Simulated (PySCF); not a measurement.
C4H8S, SMILES C=CCSC (GFN2-xTB optimised geometry):

```
13

C      1.196    -0.601     0.000
C     -0.125    -0.601     0.000
C     -0.954     0.630     0.000
S     -1.795     0.832     1.620
C     -0.344     1.161     2.655
H      1.766    -1.514     0.027
H      1.763     0.315    -0.046
H     -0.680    -1.528     0.057
H     -0.362     1.528    -0.179
H     -1.766     0.569    -0.723
H      0.369     0.348     2.544
H      0.104     2.107     2.363
H     -0.694     1.216     3.680
```

Level of theory: CAM-B3LYP/def2-TZVP (PySCF).

What are the frontier orbital energies and the dipole moment?

HOMO-2 -10.22 eV, HOMO-1 -8.93 eV, HOMO -7.67 eV, LUMO 1.13 eV, LUMO+1 2.01 eV; dipole moment 1.37 D.

Meta-Löwdin charges at CAM-B3LYP/def2-TZVP: C1 -0.27, C2 -0.09, C3 -0.26, S4 0.04, C5 -0.40, H6 0.12, H7 0.11, H8 0.12, H9 0.11, H10 0.13, H11 0.13, H12 0.12, H13 0.14.
